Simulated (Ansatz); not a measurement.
MoO2Cl2 (MoCl2O2). Charge 0, multiplicity 1. Geometry PBE-D4/def2-SVP, basis def2-TZVP, Ansatz.

Cartesian coordinates in Å:
```
Mo -0.067 -0.075 -0.019
O -1.544 0.065 -0.821
O 0.092 -1.698 0.415
Cl -0.097 1.208 1.852
Cl 1.616 0.500 -1.427
```

```
run  HOMO (eV)  LUMO (eV)
  A     -10.24      -4.04
  B      -8.33      -4.61
  C     -11.36      -3.02
  D     -12.74      -1.95
  E      -9.67      -4.21
  F      -8.73      -4.65
```

In the def2 sets Mo takes a core potential; there is no spin–orbit coupling. LC-ωPBE has ω = 0.4 bohr⁻¹. B3LYP takes the VWN-RPA correlation.

Task: The runs used B3LYP, CAM-B3LYP, LC-ωPBE, PBE, r2SCAN, r2SCAN0. Estimate which is which.

Result: A r2SCAN0 (25 % exact exchange); B PBE (0 % exact exchange); C CAM-B3LYP (range-separated); D LC-ωPBE (range-separated); E B3LYP (20 % exact exchange); F r2SCAN (0 % exact exchange). Exact exchange lowers occupied and raises empty levels; among semilocal functionals meta-GGAs tend to open the gap a little, and such runs are hard to tell apart. The gap grows from 3.72 eV (PBE) to 10.80 eV (LC-ωPBE). The restricted singlet is unstable towards broken spin symmetry in Hartree–Fock (as tested in another run); at r2SCAN0-D4/def2-TZVP, CAM-B3LYP-D4/def2-TZVP, LC-ωPBE/def2-TZVP, B3LYP-D4/def2-TZVP and others this wasn't settled.
